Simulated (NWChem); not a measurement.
System: C2H4ClIn; SMILES C=[CH][InH][Cl]

```xyz
8

In    -0.6403    -0.0398     0.0000
H     -2.2771     0.4671     0.0000
Cl     0.9050     1.7676     0.0000
C      0.4612    -1.8614     0.0000
C      1.7990    -1.8250     0.0000
H     -0.0511    -2.8309     0.0000
H      2.4038    -2.7413     0.0000
H      2.3512    -0.8776     0.0000
```
Atoms are numbered in this order, from 1.

All runs: NWChem. The geometry was optimised at PBE0/def2-SVP (def2 core potentials past Kr).

Q: What does the run give for PBE0/STO-3G (all-electron, non-relativistic)? Quantities: highest occupied level (eV); orbital gap (eV); dipole (D).

A: 
```json
{
 "highest occupied level (eV)": "-5.28",
 "orbital gap (eV)": "6.34",
 "dipole (D)": "3.37"
}
```
